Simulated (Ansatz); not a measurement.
Program: Ansatz. Geometries: PBE0-D4/def2-TZVP. ΔE: electronic, gas phase. CBS: MP2 limit from def2 TZ/QZ plus the TZ coupled-cluster correction, frozen cores. This one scheme is used for every species. DFT in def2-TZVPP. Each species was taken in one conformer, which may not be the lowest.

Reaction (isomerisation): `CB(S)S` → `CSBS`

**Question.** Is it downhill or uphill in electronic energy at CCSD(T)/CBS, and by how much? (An estimate is asked.)

**Answer.** The calculation gave: Uphill: ΔE = +0.55 eV.

**Question.** What do these levels give: r2SCAN-D4, ωB97X-V, B2PLYP, r2SCAN, PBE0, MP2/def2-TZVPP, SCS-MP2/def2-TZVPP, HF/def2-QZVPP, MP2/def2-QZVPP, HF/CBS(def2), MP2/CBS(def2), CCSD/CBS(def2)? (Estimate.)

**Answer.** The calculation gave: r2SCAN-D4 0.55, ωB97X-V 0.54, B2PLYP 0.52, r2SCAN 0.54, PBE0 0.53, MP2/def2-TZVPP 0.56, SCS-MP2/def2-TZVPP 0.53, HF/def2-QZVPP 0.52, MP2/def2-QZVPP 0.56, HF/CBS(def2) 0.52, MP2/CBS(def2) 0.55, CCSD/CBS(def2) 0.55 eV.

Largest T1 diagnostic among the species: 0.013.
